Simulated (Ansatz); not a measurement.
`[CH3][SnH]1[CH2][InH]1` + H₂ → `[CH2]1[InH][SnH2]1` + CH₄ at 600 K and 1 bar (hydrogenolysis of the Sn–C bond).

Program: Ansatz. Geometries: PBE0-D4/def2-TZVP. ΔE: electronic, gas phase. CCSD(T)/CBS is the MP2 limit (def2-TZVPP, def2-QZVPP) plus CCSD(T) − MP2 in def2-TZVPP, frozen cores. This one scheme is used for every species. def2 core potentials past Kr. For In, Sn outer-core shells are correlated without core-valence functions, which leaves a few kJ/mol of doubt a bond.

```tsv
species	CCSD(T)/CBS energy (Eh)	H − E (kJ/mol)	S (J/(mol·K))
`[CH3][SnH]1[CH2][InH]1`	-484.10042	260.4	501.4
H₂	-1.17544	43.9	150.8
`[CH2]1[InH][SnH2]1`	-444.82840	167.5	431.9
CH₄	-40.46206	140.4	215.7
```

H − E and S are ideal-gas, rigid-rotor, harmonic terms from PBE0-D4/def2-TZVP, for one conformer and one mirror image of each species. For small species the MP2-based limit differs from directly extrapolated CCSD(T) by up to some mEh (0.8 for H₂); such offsets cancel only in part. 1 Eh = 2625.50 kJ/mol, R = 8.31446 J/(mol·K).

Q: By hand: ΔE, ΔH, ΔS and ΔG.

A: ΔE = (-444.82840) + (-40.46206) − (-484.10042) − (-1.17544) = -0.01460 Eh = -38.3 kJ/mol. Δ(H − E) = 167.5 + 140.4 − 260.4 − 43.9 = 3.6, so ΔH = -34.7 kJ/mol. ΔS = 431.9 + 215.7 − 501.4 − 150.8 = -4.6 J/(mol·K). ΔG = -34.7 − 600 × (-4.6)/1000 = -31.9 kJ/mol.

Q: By hand: the equilibrium constant, and the temperature at which ΔG would vanish if ΔH and ΔS stayed fixed.

A: log₁₀ K = −ΔG/(RT ln 10) = 2.8. ΔG = 0 at ΔH/ΔS = 7543 K, far beyond where these terms or the molecules hold.

The number of gas molecules stays the same, so ΔS is small and ΔH decides. A doubt of 5 kJ/mol in ΔE shifts log₁₀ K by 0.4 here. Other conformers and mirror images would add mixing entropy, several J/(mol·K) or more a flexible species. Modes under 60 cm⁻¹, often nearly free rotors, make the harmonic entropy too high. These are equilibria of isolated gas molecules and say nothing of rates. Largest T1 diagnostic: 0.015 (customary marks: 0.02 for closed shells, 0.045 for open ones).
